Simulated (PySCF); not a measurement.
## Calculated NMR parameters of CC#C[Si@@H](Cl)C1CC1

* Formula: C6H9ClSi
* SMILES: CC#C[Si@@H](Cl)C1CC1
* InChI: InChI=1S/C6H9ClSi/c1-2-5-8(7)6-3-4-6/h6,8H,3-4H2,1H3/t8-/m1/s1
* Point group of the computed structure: C1
* Degrees of unsaturation: 3
* Carbon signals: 6
* Proton signals: 7

Bonds (- single, = double, # triple, : aromatic): C1-C2, C2#C3, C3-Si4, Si4-Cl5, Si4-C6, C6-C7, C7-C8, C8-C6. C1 carries H9, H10, H11; Si4 carries H12; C6 carries H13; C7 carries H14, H15; C8 carries H16, H17. Stereochemistry as in CC#C[Si@@H](Cl)C1CC1. H14, H16 are cis to Si4 on the ring; H15, H17 are trans to Si4 on the ring.

No solvent, fast rotation and ring inversion assumed for equivalent nuclei, single conformer, relativity neglected. GFN2-xTB geometry; shielding tensors at PBE0/pcSseg-1 (GIAO); PySCF 2.14.0 with density-fitted response routines.

Chemical shifts δ = σref − σ; TMS for 1H (σref 31.72), 13C (σref 186.93), 29Si (σref 349.16), all at this level.

```tsv
carbon	δC, type	δH (multiplicity)	HMBC from (2–3 bonds)	span of the C tensor (ppm)
C1	5.7, CH3	2.08 (s)	–	25
C2	115.0, C	–	H12, H9/H10/H11	284
C3	83.4, C	–	H12, H9/H10/H11, H13	254
C6	1.2, CH	-0.11 (m)	H12, H14, H15, H17, H16	70
C7	6.6, CH2	H14 0.80 (m); H15 0.79 (m)	H12, H17, H16, H13	64
C8	2.9, CH2	H16 0.14 (m); H17 0.65 (m)	H12, H14, H15, H13	56
```

Other nuclei:
| atoms | nucleus | environment | δ (ppm) | σ (ppm) |
| --- | --- | --- | --- | --- |
| H12 | 1H | hydrogen on a silicon bonded to 2 C, Cl | 5.27 | 26.45 |
| Si4 | 29Si | silicon bonded to 2 C, Cl, H | -19.5 | 368.7 |

Carbon types of the structure: 2 × C, 1 × CH, 2 × CH2, 1 × CH3, leaving 1 H on heteroatoms. δC 115.0, 83.4: alkyne carbon. δC 6.6, 2.9, 1.2: three-membered-ring carbon; carbons of three-membered rings are unusually shielded. δC 5.7: propargylic methyl carbon; aliphatic region, no heteroatom directly attached. δH 5.27: hydrogen on a silicon bonded to 2 C, Cl. δH 0.80, 0.79, 0.65, 0.14, -0.11: hydrogen on a three-membered-ring carbon; cyclopropane-type protons are shielded by the ring.

Shifts are as computed. Against solution values, carbons near 30 ppm lie about +3 ppm off and those near 130 ppm about +5 ppm. Of 1309 compounds with measured shifts, 239 miss one by over three times the rms of a fit or turn the order of signals round; such compounds aren't used in these exercises. Multiplicities follow the n + 1 count of equivalent neighbours, as no J values were calculated; m marks all less simple cases, F and P coupling included.
